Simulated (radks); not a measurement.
Polarisability of the europium ion Eu+, [Xe] 4f7 6s1, at imaginary frequency. Calculated with a radial shooting solver on a logarithmic mesh with Libxc functionals: scalar-relativistic Kohn-Sham, LDA (Slater exchange, Perdew-Wang correlation), spin-unpolarised, spherical densities, finite nucleus; Fermi nuclear charge, rms radius 5.1115 fm. Response by self-consistent Sternheimer equations with the Hartree and adiabatic LDA kernel, the relativistic mass of each level held fixed and spin-orbit coupling left out.

w (hartree),alpha1(iw) (bohr^3)
0.00266,71.54
0.0143,70.82
0.0360,67.04
0.0697,57.37
0.118,42.68
0.186,28.43
0.280,18.36
0.413,12.21
0.605,8.429
0.892,5.798
1.35,3.741
2.12,2.144
3.59,1.045
6.94,0.3982
17.5,0.09065

Static values: alpha1 = 71.57 bohr^3 (10.61 angstrom^3; uncoupled 122.2). C6 = 618.3, triple-dipole C9 = 30300 atomic units. One-pole (London) frequency 4 C6 / (3 alpha1^2) = 0.161 hartree, against 0.323 for minus the highest occupied eigenvalue.
